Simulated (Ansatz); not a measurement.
`[NH]=[V]([NH2])([NH2])[F]` and `[NH]=[Ta]([NH2])([NH2])[F]` differ in one element.

Ansatz, PBE0-D4/def2-TZVP geometries, multiplicity 1. Each molecule was computed in one conformer, which needn't be the lowest.

Elements past krypton have def2 core potentials. Scalar relativity is left out up to krypton.

| property | `[NH]=[V]([NH2])([NH2])[F]` |
| --- | --- |
| LUMO energy (ωB97M-V/def2-TZVPP) / eV | 0.62 |
| HOMO–LUMO gap (ωB97M-V/def2-TZVPP) / eV | 10.20 |
| LUMO energy (B3LYP/def2-TZVPP) / eV | -1.87 |
| ideal-gas entropy at 298 K and 1 bar (rigid rotor, harmonic PBE0-D4/def2-TZVP) / J/(mol·K) | 349 |
| HOMO energy (B3LYP/def2-TZVPP) / eV | -7.07 |
| HOMO energy (PBE0/def2-TZVPP) / eV | -7.30 |

**Question.** Give the same properties after the change, and the shifts. (An estimate is asked.)

**Answer.** Computed: 
```tsv
property	`[NH]=[Ta]([NH2])([NH2])[F]`	shift
LUMO energy (ωB97M-V/def2-TZVPP) / eV	1.19	0.57
HOMO–LUMO gap (ωB97M-V/def2-TZVPP) / eV	10.96	0.76
LUMO energy (B3LYP/def2-TZVPP) / eV	-0.38	1.49
ideal-gas entropy at 298 K and 1 bar (rigid rotor, harmonic PBE0-D4/def2-TZVP) / J/(mol·K)	366	17
HOMO energy (B3LYP/def2-TZVPP) / eV	-7.20	-0.13
HOMO energy (PBE0/def2-TZVPP) / eV	-7.44	-0.14
```

With PBE0 the HOMO falls by 0.14 eV and the LUMO rises by 1.52 eV, so the gap widens by about 1.66 eV. PBE moves the HOMO by -0.09 eV and ωB97M-V by -0.19 eV.

B3LYP here is the variant with VWN-RPA as its local correlation; programs differ in this.
